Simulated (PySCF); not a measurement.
Compound: ClGaH10N2Si2.
Geometry (PBE0-D3(BJ)/def2-SVP, Å), atoms numbered from 1 in this order:
```
atom  x, y, z in Å
N1     1.8815   -0.6836   -1.2410
Ga2    1.1886   -0.4601    0.7356
Cl3    2.4248    1.3156    1.1222
N4    -0.5809    0.0752    0.3772
Si5   -1.9204   -0.8665    0.9639
Si6   -0.8149    1.6456   -0.3342
H7     2.8923   -0.5476   -1.2836
H8     1.6498   -1.5689   -1.6915
H9     1.4475    0.0711   -1.7788
H10    1.5012   -1.7909    1.4829
H11   -1.4242   -2.2274    1.3415
H12   -2.9770   -1.0218   -0.0877
H13   -2.5855   -0.2697    2.1679
H14   -0.6831    2.7955    0.6100
H15    0.1887    1.8490   -1.4376
H16   -2.1766    1.7064   -0.9563
```

Level of theory: PBE0-D3(BJ)/def2-SVP geometry optimisation, gas phase in PySCF.

Which atoms are bound to Ga2, and at what distances?

4 atoms: H10 1.558 Å, N4 1.883 Å, N1 2.107 Å, Cl3 2.198 Å. The nearest atom not counted as bound is H9, at 2.58 Å.

List the angles at Ga2.

| angle | degrees | distance of the outer atoms (Å) |
| --- | --- | --- |
| N4–Ga2–H10 | 121.5 | 3.01 |
| Cl3–Ga2–H10 | 119.5 | 3.26 |
| Cl3–Ga2–N4 | 109.4 | 3.34 |
| N1–Ga2–H10 | 107.1 | 2.96 |
| N1–Ga2–N4 | 99.2 | 3.04 |
| N1–Ga2–Cl3 | 93.8 | 3.14 |

Describe the arrangement about Ga2 in numbers.

Angles from 93.8° to 121.5°; τ4 = (360° − α − β)/141° = 0.84 with α and β the two widest (0 for a square, 1 for a tetrahedron). The Ga–N distances aren't all alike: 1.883 to 2.107 Å.

What are the other bond lengths?

N4–Si5, N4–Si6 1.740 Å; N1–H7, N1–H8, N1–H9 1.021 Å; Si5–H11 and 4 like bonds 1.497 Å; Si6–H15 1.505 Å.

Give some angles away from the centre.

Ga2–N4–Si5 120.4°, Ga2–N4–Si6 117.4°, Si5–N4–Si6 121.5°.

What are the rotational constants (commonest isotopes, rigid rotor)?

A = 1668, B = 880.7, C = 759.0 MHz: an asymmetric top.

Point group: C1 (no symmetry element, even within 0.4 Å). Charge 0, singlet. Not checked by PBE0-D3(BJ)/def2-SVP frequencies.

One conformer stands for the species.
